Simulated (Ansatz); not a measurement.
Relaxation of H₈OSiSn (11 atoms, charge 0, multiplicity 1), to a largest force component of 0.03 eV/Å in at most 50 steps.

These are results of RKS B3LYP-D4/def2-SVP (Ansatz), not measurements.

```xyz
11
Properties=species:S:1:pos:R:3
Sn 0.467 0.105 -0.120
H -0.023 -0.199 1.518
H 2.186 0.013 -0.173
H -0.040 1.662 -0.613
H -0.199 -1.113 -1.129
O -2.548 0.134 0.824
Si -3.686 -0.982 0.315
H -3.056 -2.320 0.092
H -4.794 -1.147 1.302
H -4.243 -0.453 -0.954
H -1.887 -0.130 1.503
```

Problem. Where does it end, and by what steps?

Solution. It converged. The force dipped under the threshold on the way, but the program's further checks kept it going. After 14 steps the energy has fallen by 0.056 eV; H11 moved furthest, 0.60 Å.

```csv
step,energy less start (eV),largest force component (eV/Å),accepted
0,0.0000,0.667,yes
1,-0.0234,0.371,yes
2,0.0435,1.036,no
3,-0.0377,0.139,yes
4,-0.0457,0.028,yes
5,-0.0455,0.461,no
6,-0.0471,0.130,yes
7,-0.0479,0.265,yes
8,-0.0477,0.152,no
9,-0.0495,0.023,yes
10,-0.0506,0.028,yes
11,-0.0522,0.050,yes
12,-0.0533,0.113,yes
13,-0.0544,0.082,yes
14,-0.0561,0.010,yes
```

```xyz
11
Properties=species:S:1:pos:R:3
Sn 0.458 0.096 -0.129
H 0.396 -0.254 1.552
H 2.111 0.000 -0.619
H -0.115 1.677 -0.447
H -0.427 -1.076 -1.016
O -2.536 0.092 0.948
Si -3.604 -1.004 0.261
H -3.049 -2.390 0.254
H -4.898 -1.023 1.006
H -3.827 -0.539 -1.131
H -2.334 -0.010 1.886
```

Run time: 2.1 min on 2 threads of Intel(R) Xeon(R) Processor @ 2.50GHz (Skylake/Cascade Lake), with other jobs on the host, peak memory 0.23 GiB.
